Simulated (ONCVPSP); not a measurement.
Transferability test, ONCV potential for chlorine (Cl)

* Element: chlorine
* Generator: ONCVPSP 4.0.1
* Type: optimised norm-conserving Vanderbilt (ONCV)
* Functional: PBE
* Relativity: scalar-relativistic
* Frozen core: [Ne]
* Valence charge: 7
* Reference configuration: 3s2 3p5
* Partial waves: 3s: rc 1.25 bohr, ncon 4, nbas 7, qcut 5 1/bohr, 2 projectors, debl 1.3 Ha; 3p: rc 1.55 bohr, ncon 3, nbas 7, qcut 4.3 1/bohr, 2 projectors, debl 4 Ha
* Local potential: polynomial inside 1.20 bohr (lpopt 5, dvloc0 2 Ha)
* Core correction: polynomial model core, fcfact 0.2

Energies are relative to the spin-unpolarised reference configuration 3s2 3p5; without spin polarisation the order of configurations can differ from experiment.

```tsv
valence configuration	charge	ΔE all-electron (eV)	error AE − PS (meV)
3s2 3p4	+1	13.875	+0.7
3s2 3p2	+3	77.629	+33
3s1 3p6	0	12.153	+1.7
```

Q: What are ΔE and the potential's error for 3s2 3p3?

A: ΔE = 39.322 eV all-electron; the error (AE − PS) is +7.9 meV.
